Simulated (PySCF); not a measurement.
C6H11N2P.
Bonds: C1–C2, C2–C3, C2–C4, C2–C5, C5–N6 (aromatic), N6–N7 (aromatic), N7–C8 (aromatic), C8–P9 (aromatic), C5–P9 (aromatic). Hydrogens: H10, H11, H12 on C1; H13, H14, H15 on C3; H16, H17, H18 on C4; H19 on N7; H20 on C8.

The same species was optimised twice, with GFN2-xTB and with PBE0-D3(BJ)/def2-SVP (PySCF), and the same property calculations (PySCF, gas phase) were run on both structures.

```json
{"coordinate": "C2–C5 (Å)", "GFN2-xTB": "1.503", "PBE0-D3(BJ)/def2-SVP": "1.517", "change": "+0.014"}
{"coordinate": "C5–P9 (Å)", "GFN2-xTB": "1.780", "PBE0-D3(BJ)/def2-SVP": "1.791", "change": "+0.011"}
{"coordinate": "C5–N6 (Å)", "GFN2-xTB": "1.306", "PBE0-D3(BJ)/def2-SVP": "1.317", "change": "+0.011"}
{"coordinate": "C8–P9 (Å)", "GFN2-xTB": "1.718", "PBE0-D3(BJ)/def2-SVP": "1.726", "change": "+0.008"}
{"coordinate": "N6–N7 (Å)", "GFN2-xTB": "1.322", "PBE0-D3(BJ)/def2-SVP": "1.326", "change": "+0.004"}
{"coordinate": "C2–C3 (Å)", "GFN2-xTB": "1.532", "PBE0-D3(BJ)/def2-SVP": "1.535", "change": "+0.003"}
{"coordinate": "C1–C2 (Å)", "GFN2-xTB": "1.532", "PBE0-D3(BJ)/def2-SVP": "1.535", "change": "+0.003"}
{"coordinate": "N7–C8 (Å)", "GFN2-xTB": "1.346", "PBE0-D3(BJ)/def2-SVP": "1.345", "change": "-0.001"}
{"coordinate": "C2–C4 (Å)", "GFN2-xTB": "1.529", "PBE0-D3(BJ)/def2-SVP": "1.528", "change": "-0.001"}
{"coordinate": "C2–C5–N6 (°)", "GFN2-xTB": "121.5", "PBE0-D3(BJ)/def2-SVP": "120.1", "change": "-1.4"}
{"coordinate": "N6–N7–C8 (°)", "GFN2-xTB": "116.7", "PBE0-D3(BJ)/def2-SVP": "117.9", "change": "+1.2"}
{"coordinate": "C2–C5–P9 (°)", "GFN2-xTB": "123.8", "PBE0-D3(BJ)/def2-SVP": "124.9", "change": "+1.1"}
{"coordinate": "C5–N6–N7 (°)", "GFN2-xTB": "110.7", "PBE0-D3(BJ)/def2-SVP": "109.7", "change": "-1.0"}
{"coordinate": "C3–C2–C5 (°)", "GFN2-xTB": "108.4", "PBE0-D3(BJ)/def2-SVP": "108.9", "change": "+0.5"}
{"coordinate": "C1–C2–C5 (°)", "GFN2-xTB": "108.5", "PBE0-D3(BJ)/def2-SVP": "109.0", "change": "+0.5"}
{"coordinate": "C3–C2–C4 (°)", "GFN2-xTB": "110.0", "PBE0-D3(BJ)/def2-SVP": "109.6", "change": "-0.4"}
{"coordinate": "C1–C2–C4 (°)", "GFN2-xTB": "110.0", "PBE0-D3(BJ)/def2-SVP": "109.6", "change": "-0.4"}
{"coordinate": "C1–C2–C5–N6 (°)", "GFN2-xTB": "-121", "PBE0-D3(BJ)/def2-SVP": "-122", "change": "-1"}
```

Rotational constants: A = 2459, B = 1124, C = 926.4 MHz (GFN2-xTB) against A = 2443, B = 1105, C = 912.8 MHz (PBE0-D3(BJ)/def2-SVP).

On the GFN2-xTB structure: HOMO (eV) -6.83 [PBE0/pcSseg-1]; LUMO (eV) -0.50 [PBE0/pcSseg-1]; dipole (D) 2.04 [PBE0/pcSseg-1]; GIAO shielding of C1/C3/C4 (mean) (ppm) 151.7 [PBE0/pcSseg-1]; GIAO shielding of C2 (ppm) 149.2 [PBE0/pcSseg-1]; GIAO shielding of C5 (ppm) -10.6 [PBE0/pcSseg-1]; GIAO shielding of N6 (ppm) -86.3 [PBE0/pcSseg-1]; GIAO shielding of N7 (ppm) 40.3 [PBE0/pcSseg-1]; GIAO shielding of C8 (ppm) 23.1 [PBE0/pcSseg-1]; GIAO shielding of P9 (ppm) 220.3 [PBE0/pcSseg-1].

Question: What do these properties become on the PBE0-D3(BJ)/def2-SVP structure?

Answer: 
| property | level | on GFN2-xTB | on PBE0-D3(BJ)/def2-SVP | change |
| --- | --- | --- | --- | --- |
| HOMO (eV) | PBE0/pcSseg-1 | -6.83 | -6.82 | +0.01 |
| LUMO (eV) | PBE0/pcSseg-1 | -0.50 | -0.52 | -0.02 |
| dipole (D) | PBE0/pcSseg-1 | 2.04 | 2.08 | +0.04 |
| energy, GFN2-xTB geometry as zero (kcal/mol) | PBE0/pcSseg-1 | 0.0 | -0.8 | -0.8 |
| GIAO shielding of C1/C3/C4 (mean) (ppm) | PBE0/pcSseg-1 | 151.7 | 149.7 | -2.0 |
| GIAO shielding of C2 (ppm) | PBE0/pcSseg-1 | 149.2 | 147.5 | -1.7 |
| GIAO shielding of C5 (ppm) | PBE0/pcSseg-1 | -10.6 | -14.3 | -3.7 |
| GIAO shielding of N6 (ppm) | PBE0/pcSseg-1 | -86.3 | -90.4 | -4.1 |
| GIAO shielding of N7 (ppm) | PBE0/pcSseg-1 | 40.3 | 37.1 | -3.2 |
| GIAO shielding of C8 (ppm) | PBE0/pcSseg-1 | 23.1 | 22.1 | -1.0 |
| GIAO shielding of P9 (ppm) | PBE0/pcSseg-1 | 220.3 | 217.4 | -2.9 |

The heavy atoms differ by 0.023 Å rms after alignment. Among bonds between heavy atoms C2–C5 changes most (+0.014 Å). Changes are differences of the printed values. Neither structure is proved a minimum here.

Conformer computed: `[CH3:1][C:2]([CH3:3])([CH3:4])[c:5]1[n:6][nH:7][cH:8][p:9]1`: C1–C2–C5–N6 -122°.
